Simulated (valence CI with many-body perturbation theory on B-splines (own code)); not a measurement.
The numbers below are computed, except where a source is named.
# Run record, In28+

Level of theory: valence CI with perturbative core correlation (CI+MBPT): three valence electrons over a frozen Dirac-Fock core [Ar], a basis of 6 s, 6 p, 5 d, 5 f, 1 g functions for each j, with the one-electron correlation potential Σ1 (screened to all orders), the two-electron term Σ2, the three-electron term Σ3, Breit, model QED; selected single and double excitations, second order for the rest, scaled by the run's own slope (own B-spline code, finite nucleus).

Command, and the settings that its task file holds:

```sh
python run_cv.py task.json out
```

```
atom In  Z=49  mass_number=115  rms_radius_fm=4.6156
core [Ar]
valence 3d3
avg = 1
basis = S
breit = 1
cap = 10000
capref = 1200
cscale = 1
de = 0.0
dress = 0
eps = 2e-08
extrap = 1
h = 0.27
hh = 1
l2 = 3
lcore = 7
maxit = 60
n2 = 5
natural = 1
nlev = 20
nno = [3, 3, 3, 3, 1]
nroot = 26
nsp = [3, 3, 2, 2, 0]
pt2 = 1
qed = 1
rpa = 1
s1 = 1
s2 = 1
s3 = 1
screen = 1
tol = 2e-05
whole = 1
```

It took 15 s on 1 thread of Arm Neoverse V2, on a shared host.

Log. The first blocks belong to the next ion, which gives the ionisation energy. Fields: 2J, parity (1 odd), roots, reference size, generating configurations, candidates as configurations/state functions, variational space P, stored matrix elements, Davidson steps; e2 is the range of second-order energies in hartree. The first line gives the box (bohr), its intervals, the orbitals and the steps of their self-consistent field. Window is the range of levels sought, series limit the energy at which the first omitted orbital would enter, core excitation an estimate of the first excitation out of the core, left out the lowest levels not solved, and shifts from estimates the range by which levels moved from their first estimate, all in cm⁻¹.

```
rmax 4.0 intervals 58 orbitals 40 references ['3d3', '3d2 4s', '3d2 4p'] scf 3 t 0.7
2J=4 par=0 roots 2 ref 42 generators 3 cand 285/285 P 327/327 nnz 0 it 0
2J=4 par=0 roots 2 ref 42 generators 4 cand 8/8 P 335/335 nnz 0 it 0
   second order: generators 6 cand 0/0 e2 -0.00000 -0.00000
2J=6 par=0 roots 2 ref 32 generators 2 cand 239/239 P 271/271 nnz 0 it 0
2J=6 par=0 roots 2 ref 32 generators 4 cand 5/5 P 276/276 nnz 0 it 0
   second order: generators 11 cand 6/6 e2 -0.00000 -0.00000
2J=0 par=0 roots 2 ref 17 generators 2 cand 107/107 P 124/124 nnz 0 it 0
2J=0 par=0 roots 2 ref 17 generators 2 cand 0/0 P 124/124 nnz 0 it 0
   second order: generators 4 cand 1/1 e2 -0.00000 -0.00000
reference levels 431, estimated 19, window 374299 1/cm; series limit 8649554, core excitation 1317943
2J=3 par=0 roots 5 ref 31 generators 4 cand 93/204 P 752/1826 nnz 0 it 3
2J=3 par=0 roots 5 ref 31 generators 4 cand 47/97 P 799/1923 nnz 0 it 3
   second order: generators 5 cand 389/972 e2 -0.00000 -0.00000
2J=5 par=0 roots 5 ref 33 generators 3 cand 99/243 P 739/2072 nnz 0 it 3
2J=5 par=0 roots 5 ref 33 generators 3 cand 66/161 P 805/2233 nnz 0 it 4
   second order: generators 4 cand 401/1194 e2 -0.00000 -0.00000
2J=7 par=0 roots 3 ref 25 generators 2 cand 116/277 P 691/1909 nnz 0 it 3
2J=7 par=0 roots 3 ref 25 generators 2 cand 54/123 P 745/2032 nnz 0 it 3
   second order: generators 2 cand 23/49 e2 -0.00000 -0.00000
2J=9 par=0 roots 3 ref 18 generators 3 cand 77/163 P 618/1508 nnz 0 it 3
2J=9 par=0 roots 3 ref 18 generators 3 cand 39/73 P 657/1581 nnz 0 it 3
   second order: generators 3 cand 8/34 e2 -0.00000 -0.00000
2J=1 par=0 roots 2 ref 19 generators 2 cand 64/99 P 660/1045 nnz 0 it 0
2J=1 par=0 roots 2 ref 19 generators 2 cand 39/61 P 699/1106 nnz 0 it 0
   second order: generators 2 cand 21/21 e2 -0.00000 -0.00000
2J=11 par=0 roots 1 ref 6 generators 1 cand 41/85 P 430/933 nnz 0 it 0
2J=11 par=0 roots 1 ref 6 generators 1 cand 25/43 P 455/976 nnz 0 it 0
   second order: generators 1 cand 47/67 e2 -0.00000 -0.00000
left out: unestimated 5134286, estimated none, shifts from estimates -0 to 0
operators 1.0
```

The Davidson iterations converged.

No measured spectrum was set against this ion. As an estimate, large intervals hold to a few tenths of a per cent, small ones and those within an open d or f shell to about a per cent. Only levels of the ground parity were solved; by the run's estimate the other parity begins above the list, which can be wrong where configurations are misplaced.

```
Valence energy                            : -182.8077 hartree
Ionisation energy                         : 1575.9 eV (NIST: 1575 ± 4 eV (theoretical))
Reference configurations for the orbitals : 3d3, 3d2 4s, 3d2 4p
Radial orbitals                           : 40
Box radius                                : 3.952 bohr
Largest variational space                 : 2233
Lowest levels                             : (3d3/2^3) J=3/2 0.000, (3d3/2^2 3d5/2) J=5/2 5.916, (3d3/2^2 3d5/2) J=7/2 9.810, (3d3/2^2 3d5/2) J=3/2 11.337, (3d3/2^2 3d5/2) J=9/2 11.770, (3d3/2^2 3d5/2) J=1/2 13.293, (3d3/2 3d5/2^2) J=7/2 [a] 18.491, (3d3/2 3d5/2^2) J=9/2 19.451, (3d3/2 3d5/2^2) J=5/2 [a] 19.792, (3d3/2 3d5/2^2) J=3/2 [a] 22.464, (3d3/2 3d5/2^2) J=1/2 23.813, (3d3/2 3d5/2^2) J=11/2 25.274, (3d3/2 3d5/2^2) J=5/2 [b] 27.193, (3d5/2^3) J=9/2 30.244 eV
```

Levels are named by their leading jj configuration (3d3/2^4 stands for four electrons in 3d with j = 3/2), which in mixed levels can hold well under half, so a name can repeat and another be missing. Letters in brackets count levels of one name in rising energy.
